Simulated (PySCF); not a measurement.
# Au⁺: excitation energy

Au⁺ [Xe] 4f14 5d10 (1S) → Au⁺ [Xe] 4f14 5d9 6p1 (high-spin determinant), as a difference of total energies. Computed with PySCF 2.14 in aug-cc-pVDZ-PP with ECP60MDF (5s5p4d2f, 54 functions), with a scalar-relativistic core potential. Correlated levels: valence: 5s2 5p6 frozen. The calculations carry no spin-orbit coupling.

```json
{"method": "UHF", "excitation energy (cm⁻¹)": "66810"}
{"method": "LDA", "excitation energy (cm⁻¹)": "73801"}
{"method": "PBE", "excitation energy (cm⁻¹)": "72091"}
{"method": "PBE0", "excitation energy (cm⁻¹)": "72410"}
{"method": "r2SCAN", "excitation energy (cm⁻¹)": "71371"}
{"method": "B2PLYP", "excitation energy (cm⁻¹)": "73122"}
{"method": "BP86", "excitation energy (cm⁻¹)": "72022"}
{"method": "MN15", "excitation energy (cm⁻¹)": "72922"}
{"method": "wB97X", "excitation energy (cm⁻¹)": "75400"}
{"method": "MP2 (valence)", "excitation energy (cm⁻¹)": "75342"}
{"method": "SCS-MP2 (valence)", "excitation energy (cm⁻¹)": "75356"}
```

The determinant of the upper state mixes LS terms, which raises its energy above the lowest term, most at the Hartree-Fock and MP2 levels.
